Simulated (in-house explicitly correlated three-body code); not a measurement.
Values are calculated unless marked as measured or tabulated.
## Two electrons around a charge Z: functional-driven and density-driven errors

The exact non-relativistic ground state comes from a variational code in 260 exponentially correlated functions, the Kohn-Sham parts from inverting its density (past Z = 6 the correlation energy is taken as exact minus Hartree-Fock, equal to within microhartrees), and self-consistent runs (Hartree-Fock is restricted) from a B-spline radial code. Z may be fractional; the second electron is bound down to Z = 0.911.

The total error of a self-consistent run is the error on the exact density (functional-driven) plus the energy gained by relaxing to the functional's own density (density-driven, never positive). «Unbound» marks a run whose level isn't bound or that didn't converge.

```tsv
Z	PW91 functional (mEh)	PW91 density (mEh)	TPSS functional (mEh)	TPSS density (mEh)	BLYP functional (mEh)	BLYP density (mEh)
1.1	-1.40	unbound	-3.03	unbound	-2.45	unbound
1.32	?	?	?	?	?	?
1.52	+1.04	-0.82	-4.85	-0.24	-2.90	-1.13
1.78	+2.96	-0.92	-5.38	-0.25	-2.55	-1.26
2.02	+4.87	-0.99	-5.71	-0.26	-1.95	-1.34
2.42	?	?	?	?	?	?
2.88	+12.35	-1.15	-6.34	-0.29	+1.40	-1.47
3.32	+16.41	-1.20	-6.50	-0.30	+3.52	-1.49
3.96	+22.49	-1.26	-6.64	-0.32	+6.83	-1.50
4.5	+27.74	-1.30	-6.71	-0.33	+9.75	-1.50
5.2	+34.67	-1.33	-6.77	-0.34	+13.62	-1.50
6	+42.72	-1.36	-6.80	-0.35	+18.10	-1.48
```

(1) What belongs in the row Z = 2.42?

(2) What belongs in the row Z = 1.32?

(3) Which part of the error is larger?

Answers

(1) PW91 functional (mEh): +8.25; PW91 density (mEh): -1.08; TPSS functional (mEh): -6.07; TPSS density (mEh): -0.27; BLYP functional (mEh): -0.57; BLYP density (mEh): -1.42.

(2) PW91 functional (mEh): -0.27; PW91 density (mEh): -0.72; TPSS functional (mEh): -4.23; TPSS density (mEh): -0.27; BLYP functional (mEh): -2.88; BLYP density (mEh): -0.99.

(3) PW91: functional-driven +42.72, density-driven -1.36 mEh at Z = 6; TPSS: functional-driven -6.80, density-driven -0.35 mEh at Z = 6; BLYP: functional-driven +18.10, density-driven -1.48 mEh at Z = 6. The density-driven part is second order in the error of the density, so it stays small unless the second electron is loosely bound.
